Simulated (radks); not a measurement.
Values are calculated unless marked as measured or tabulated.
Problem. Successive ionisation energies (eV) of one element, from differences of total energies of ions in their ground configurations, starting at charge 0: 5.933, 11.330, 19.242, 50.817, 62.927, 75.342, 91.302, 104.92, 118.71, 153.84. Level of theory: scalar-relativistic Kohn-Sham, LDA (Slater exchange, Perdew-Wang correlation), spin-polarised, spherical densities, finite nucleus; open shells are filled with parallel spins first (spin-orbit coupling, left out, can overturn this in heavy ions); Fermi nuclear charge, rms radius 4.855 fm (a radial shooting solver on a logarithmic mesh with Libxc functionals). Which element is it?

Solution. Lanthanum (Z = 57). The first species listed is La in [Xe] 5d1 6s2, the last La9+ in [Kr] 4d10 5s2.
